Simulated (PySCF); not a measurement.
PySCF input file for HOSn, SMILES [OH+]=[Sn] (connectivity only; charge and spin as stated), charge +1, multiplicity 1, TDA-PBE/def2-TZVPD. Geometry optimised at r2SCAN-D4/def2-TZVP. The isomer is the one that the SMILES or the coordinates give; other isomers of the formula were not compared. The def2 effective core potentials stand for the cores of Sn; spin–orbit coupling is left out.

```python
import numpy as np
from pyscf import gto, scf, dft, tdscf

mol = gto.M(
    atom='''
    O     0.00000000    0.00000000   -1.56485827
    Sn    0.00000000    0.00000000    0.30095711
    H     0.00000000    0.00000000   -2.52898952
    ''',
    basis='def2-TZVPD',
    ecp={'Sn': 'def2-tzvp'},
    charge=1,
    spin=0,
    symmetry=True,
    symmetry_subgroup='C2v',
    max_memory=1600,
    verbose=4,
)
mf = dft.RKS(mol, xc='pbe').density_fit(auxbasis='def2-universal-jkfit')
mf.grids.level = 3
mf.conv_tol = 1e-9
mf.max_cycle = 100
mf.kernel()
mf.grids = dft.Grids(mol).set(level=1).build(with_non0tab=True)  # coarser grid for the response kernel
td = tdscf.TDA(mf)
td.singlet = True
td.nstates = 10
td.conv_tol = 1e-4
td.positive_eig_threshold = 1e-6
td.kernel(x0=td.get_init_guess(mf, 15))
td.analyze()
tt = tdscf.TDA(mf)
tt.singlet = False
tt.nstates = 4
tt.conv_tol = 1e-4
tt.positive_eig_threshold = 1e-6
tt.kernel(x0=tt.get_init_guess(mf, 9))
tt.analyze(verbose=3)
```

Output:

```
PySCF version 2.14.0

[INPUT] verbose = 4
[INPUT] num. atoms = 3
[INPUT] num. electrons = 30
[INPUT] charge = 1
[INPUT] spin (= nelec alpha-beta = 2S) = 0
[INPUT] symmetry True subgroup C2v
[INPUT] Mole.unit = angstrom
[INPUT] Symbol           X                Y                Z      unit          X                Y                Z       unit  Magmom
[INPUT]  1 O      0.000000000000   0.000000000000  -1.564858270000 AA    0.000000000000   0.000000000000  -2.957153554061 Bohr   0.0
[INPUT]  2 Sn     0.000000000000   0.000000000000   0.300957110000 AA    0.000000000000   0.000000000000   0.568726513141 Bohr   0.0
[INPUT]  3 H      0.000000000000   0.000000000000  -2.528989520000 AA    0.000000000000   0.000000000000  -4.779097564695 Bohr   0.0

nuclear repulsion = 58.4213525877791
point group symmetry = Coov, use subgroup C2v
symmetry origin: [ 0.00000000e+00  0.00000000e+00 -5.76526608e-09]
symmetry axis x: [1. 0. 0.]
symmetry axis y: [0. 1. 0.]
symmetry axis z: [0. 0. 1.]
num. orbitals of irrep A1 = 47
num. orbitals of irrep A2 = 10
num. orbitals of irrep B1 = 24
num. orbitals of irrep B2 = 24
number of shells = 37
number of NR pGTOs = 163
number of NR cGTOs = 105
basis = def2-TZVPD
ecp = {'Sn': 'def2-tzvp'}


[settings echo left out]
init E= -253.496233300464
HOMO (B1) = -0.773220588687432  LUMO (B2) = -0.625043663511788  gap/eV = 4.03210
cycle= 1 E= -288.938157810462  delta_E= -35.4  |g|= 2.45  |ddm|= 31.2
HOMO (A1) = -0.376379907582493  LUMO (B2) = -0.204911482178426  gap/eV = 4.66589
cycle= 2 E= -288.548125351019  delta_E= 0.39  |g|= 3.22  |ddm|= 8.51
HOMO (B1) = -0.506818040866333  LUMO (B2) = -0.332465616639356  gap/eV = 4.74437
cycle= 3 E= -289.840119871906  delta_E= -1.29  |g|= 0.109  |ddm|= 3.41
HOMO (B2) = -0.529824669899173  LUMO (B2) = -0.337366602094298  gap/eV = 5.23705
cycle= 4 E= -289.831887514983  delta_E= 0.00823  |g|= 0.229  |ddm|= 0.184
HOMO (B1) = -0.504532448460616  LUMO (B2) = -0.33660888122253  gap/eV = 4.56943
cycle= 5 E= -289.840975576182  delta_E= -0.00909  |g|= 0.065  |ddm|= 0.146
HOMO (B1) = -0.51039683016129  LUMO (B2) = -0.336615403974722  gap/eV = 4.72883
cycle= 6 E= -289.84189611139  delta_E= -0.000921  |g|= 0.00763  |ddm|= 0.0498
HOMO (B1) = -0.511565241485222  LUMO (B2) = -0.336919513092457  gap/eV = 4.75235
cycle= 7 E= -289.841908653487  delta_E= -1.25e-05  |g|= 0.000908  |ddm|= 0.00696
HOMO (B2) = -0.511459831088707  LUMO (B1) = -0.336956556386146  gap/eV = 4.74848
cycle= 8 E= -289.841908884099  delta_E= -2.31e-07  |g|= 0.000164  |ddm|= 0.00101
HOMO (B1) = -0.511469750584348  LUMO (B2) = -0.336946256352845  gap/eV = 4.74903
cycle= 9 E= -289.84190889217  delta_E= -8.07e-09  |g|= 1.08e-05  |ddm|= 0.00016
HOMO (B2) = -0.511469159753523  LUMO (B1) = -0.336945684701023  gap/eV = 4.74903
cycle= 10 E= -289.841908892189  delta_E= -1.86e-11  |g|= 1.13e-06  |ddm|= 1.29e-05
HOMO (B1) = -0.511469189512523  LUMO (B1) = -0.33694590444049  gap/eV = 4.74902
Extra cycle  E= -289.841908892189  delta_E= -3.41e-13  |g|= 1.56e-06  |ddm|= 3.2e-06
converged SCF energy = -289.841908892189
tot grids = 15680
Overwritten attributes  positive_eig_threshold  of <class 'pyscf.tdscf.rks.TDA'>


******** <class 'pyscf.tdscf.rks.TDA'> for <class 'pyscf.df.df_jk.DFSymAdaptedRKS'> ********
nstates = 10 singlet
deg_eia_thresh = 1.000e-03
wfnsym = None
conv_tol = 0.0001
eigh lindep = 1e-12
eigh level_shift = 0
eigh max_cycle = 100


Excitation energies (eV)
[4.74902048 4.90782692 4.90786993 6.94281297 7.16212044 7.16212044
 7.59588557 7.59588557 9.97430455 9.97430455]

** Singlet excitation energies and oscillator strengths **
Excited State   1:   A2      4.74902 eV    261.07 nm  f=0.0000
      14 -> 17       -0.50000
      15 -> 16        0.50000
Excited State   2:   A2      4.90783 eV    252.63 nm  f=0.0000
      14 -> 17        0.49991
      15 -> 16        0.49991
Excited State   3:   A1      4.90787 eV    252.62 nm  f=0.0000
      14 -> 16       -0.49991
      15 -> 17        0.49991
Excited State   4:   A1      6.94281 eV    178.58 nm  f=0.1274
      13 -> 18       -0.25205
      14 -> 16        0.44696
      15 -> 17        0.44696
Excited State   5:   B1      7.16212 eV    173.11 nm  f=0.1928
      12 -> 16        0.11939
      13 -> 16       -0.66958
      14 -> 18       -0.17165
Excited State   6:   B2      7.16212 eV    173.11 nm  f=0.1928
      12 -> 17        0.11939
      13 -> 17       -0.66958
      15 -> 18       -0.17165
Excited State   7:   B1      7.59589 eV    163.23 nm  f=0.0749
      13 -> 16        0.16082
      14 -> 18       -0.68426
Excited State   8:   B2      7.59589 eV    163.23 nm  f=0.0749
      13 -> 17        0.16082
      15 -> 18       -0.68426
Excited State   9:   B1      9.97430 eV    124.30 nm  f=0.0550
      14 -> 19        0.70648
Excited State  10:   B2      9.97430 eV    124.30 nm  f=0.0550
      15 -> 19        0.70648

** Transition electric dipole moments (AU) **
state          X           Y           Z        Dip. S.      Osc.
  1         0.0000     -0.0000     -0.0000      0.0000      0.0000
  2        -0.0000      0.0000      0.0000      0.0000      0.0000
  3         0.0000      0.0000     -0.0000      0.0000      0.0000
  4         0.0000     -0.0000      0.8656      0.7492      0.1274
  5        -1.0484     -0.0000     -0.0000      1.0991      0.1928
  6        -0.0000     -1.0484      0.0000      1.0991      0.1928
  7         0.6345      0.0000     -0.0000      0.4026      0.0749
  8         0.0000      0.6345      0.0000      0.4026      0.0749
  9         0.4743      0.0000      0.0000      0.2250      0.0550
 10         0.0000      0.4743     -0.0000      0.2250      0.0550

WARN: ECP detected. Skipping calculation of transition velocity and magnetic dipole moments, which have not yet been implemented.



******** <class 'pyscf.tdscf.rks.TDA'> for <class 'pyscf.df.df_jk.DFSymAdaptedRKS'> ********
nstates = 4 triplet
deg_eia_thresh = 1.000e-03
wfnsym = None
conv_tol = 0.0001
eigh lindep = 1e-12
eigh level_shift = 0
eigh max_cycle = 100


Excitation energies (eV)
[4.23687147 4.42812489 4.42815204 4.74902048]

** Triplet excitation energies and oscillator strengths **
Excited State   1:   A1      4.23687 eV    292.63 nm  f=0.0000
Excited State   2:   A2      4.42812 eV    279.99 nm  f=0.0000
Excited State   3:   A1      4.42815 eV    279.99 nm  f=0.0000
Excited State   4:   A2      4.74902 eV    261.07 nm  f=0.0000
```

Self-consistency was reached.

Cost: roughly 7 core-seconds.
